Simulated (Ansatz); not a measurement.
**AsH3 (SMILES [H][As]([H])[H]): the energy, rung by rung**

The species is AsH3 (4 atoms), meant as a singlet with charge 0. SMILES: `[H][As]([H])[H]`. The shape comes from GFN2-xTB, which is rough for such elements, and wasn't checked as a minimum.

```xyz
4

As   -0.0044    0.0055    0.6560
H     1.2165   -0.0297   -0.2079
H    -0.5828    1.0611   -0.2323
H    -0.6294   -1.0369   -0.2157
```

Quantity: the energy change with the As1–H2 bond stretched from 1.496 to 2.244 Å, in eV. The values are calculated.

| level | kind | program | value (eV) | less FCI/STO-3G | CPU time (all runs) |
| --- | --- | --- | --- | --- | --- |
| HF/STO-3G (restricted) | Hartree–Fock | Ansatz | 3.77 | +1.29 | 0.2 s |
| PBE/STO-3G (restricted) | GGA | Ansatz | 2.70 | +0.22 | 1.6 s |
| r2SCAN/STO-3G (restricted) | meta-GGA | Ansatz | 2.90 | +0.42 | 3.8 s |
| r2SCAN0/STO-3G (restricted) | hybrid meta-GGA | Ansatz | 3.15 | +0.67 | 4 s |
| wB97X/STO-3G (restricted) | range-separated hybrid | Ansatz | 3.25 | +0.77 | 7.1 s |
| RPA@PBE/STO-3G (restricted) | RPA | Ansatz | 2.53 | +0.05 | 2.2 s |
| CCSDT/STO-3G (restricted) | coupled cluster or CI | Ansatz | 2.48 | 0.00 | 0.42 s |
| CCSDTQ/STO-3G (restricted) | coupled cluster or CI | Ansatz | 2.48 | 0.00 | 11 s |
| FCI/STO-3G | exact in the basis | Ansatz | 2.48 | 0.00 | 0.59 s |

FCI/STO-3G is exact within its basis and frozen core, so for wave-function methods in that basis the difference is their error; functionals converge differently with the basis, so for them it is only a difference. Spin-restricted single references rise too steeply as a bond breaks, Hartree–Fock most of all. All-electron rows without a relativistic Hamiltonian named are non-relativistic. The first shape isn't each level's own minimum. The values span 2.48 to 3.77 eV. All rows use very small basis sets, so even the best lies far from the true value. In the correlated wave-function rows the outer d shell of As is correlated, in sets not made for it. CPU times are rough (shared hosts, several kinds of processor): they show what a rung costs within a factor of a few.
